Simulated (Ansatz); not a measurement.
Cost and result for the atomization energy of C2H8AlBO, SMILES `[BH2][AlH][CH2]CO` (13 atoms, 12 bonds).

```xyz
13

B    -0.0340   -1.4330    2.2364
Al    1.2560   -0.5967    0.7780
C     0.5850    0.4024   -0.7842
C    -0.9160    0.5716   -0.8854
O    -1.3476    1.1835   -2.0873
H    -0.4872   -2.5419    2.1534
H    -0.3752   -0.8387    3.2226
H     2.8388   -0.7614    0.9085
H     0.9620   -0.1044   -1.6833
H     1.0805    1.3849   -0.7752
H    -1.2920    1.1341   -0.0171
H    -1.4170   -0.4006   -0.8705
H    -0.8533    2.0002   -2.1959
```

The species carries charge 0 and has multiplicity 1. Geometry: relaxed with PBE0-D4/def2-TZVP. It is one conformer, not always the lowest. Program: Ansatz. All runs use 4 threads of an Intel Xeon Platinum 8488C on a shared host. Times are those of one run each, without the atoms' runs, and a repeat can differ threefold. Electronic energies, without spin–orbit coupling; frozen cores. CCSD(T)/CBS adds CCSD(T) − MP2 in def2-TZVPP to the MP2 limit, and its time is that of the two runs behind it. T1 = 0.011.

CCSD(T)/CBS is a level of theory with its own doubt, some kJ/mol a heavy atom from the limit and from the frozen cores, so smaller differences don't rank the functionals.

```json
{"level": "LDA (SPW92)/def2-TZVPP", "functions": "278", "wall time": "0.95 s", "atomization (kcal/mol)": "1214.4", "difference from CCSD(T)/CBS": "144.2", "per bond": "12.0"}
{"level": "revPBE-D4/def2-TZVPP", "functions": "278", "wall time": "1.4 s", "atomization (kcal/mol)": "1061.3", "difference from CCSD(T)/CBS": "-8.9", "per bond": "-0.7"}
{"level": "BHLYP-D4/def2-TZVPP", "functions": "278", "wall time": "2 s", "atomization (kcal/mol)": "1046.2", "difference from CCSD(T)/CBS": "-24.0", "per bond": "-2.0"}
{"level": "CAM-B3LYP-D4/def2-TZVPP", "functions": "278", "wall time": "2.4 s", "atomization (kcal/mol)": "1076.5", "difference from CCSD(T)/CBS": "6.3", "per bond": "0.5"}
{"level": "r2SCANh-D4/def2-TZVPP", "functions": "278", "wall time": "2.8 s", "atomization (kcal/mol)": "1069.4", "difference from CCSD(T)/CBS": "-0.8", "per bond": "-0.1"}
{"level": "CCSD(T)/def2-SVP", "functions": "114", "wall time": "3.1 s", "atomization (kcal/mol)": "1019.0", "difference from CCSD(T)/CBS": "-51.2", "per bond": "-4.3"}
{"level": "B2PLYP/def2-TZVPP", "functions": "278", "wall time": "3.7 s", "atomization (kcal/mol)": "1059.3", "difference from CCSD(T)/CBS": "-10.9", "per bond": "-0.9"}
{"level": "PBE-QIDH/def2-TZVPP", "functions": "278", "wall time": "3.9 s", "atomization (kcal/mol)": "1064.6", "difference from CCSD(T)/CBS": "-5.6", "per bond": "-0.5"}
{"level": "ωB97X-V/def2-TZVPP", "functions": "278", "wall time": "4.6 s", "atomization (kcal/mol)": "1074.2", "difference from CCSD(T)/CBS": "4.0", "per bond": "0.3"}
{"level": "B97M-V/def2-TZVPP", "functions": "278", "wall time": "4.7 s", "atomization (kcal/mol)": "1076.1", "difference from CCSD(T)/CBS": "5.9", "per bond": "0.5"}
{"level": "MP2/def2-QZVPP", "functions": "538", "wall time": "18 s", "atomization (kcal/mol)": "1071.2", "difference from CCSD(T)/CBS": "1.0", "per bond": "0.1"}
{"level": "CCSD(T)/def2-TZVPP", "functions": "278", "wall time": "82 s", "atomization (kcal/mol)": "1044.9", "difference from CCSD(T)/CBS": "-25.3", "per bond": "-2.1"}
{"level": "CCSD(T)/CBS(def2)", "functions": "–", "wall time": "100 s", "atomization (kcal/mol)": "1070.2", "difference from CCSD(T)/CBS": "0.0", "per bond": "0.0"}
```

From BLYP to BHLYP (50 % exact exchange), in def2-TZVPP and without D4, the atomization energy moves by −14.3 kcal/mol: exact exchange takes away binding that semilocal exchange gives to molecules. Leaving LDA and LC-ωPBE aside and taking each functional with its dispersion term where it has one, the values, not all of them listed here, spread over 39.2 kcal/mol, from BHLYP-D4 to PBE-D4. LDA lies +134.1 kcal/mol from PBE without D4, its usual overbinding. The D4 term adds +8.2 kcal/mol with B3LYP and +4.3 kcal/mol with PBE0; it sums over pairs of atoms, weighted by their polarisabilities, and B3LYP, whose exchange is more repulsive, gets the larger term.

B3LYP here is the variant with VWN-RPA as its local correlation; programs differ in this.
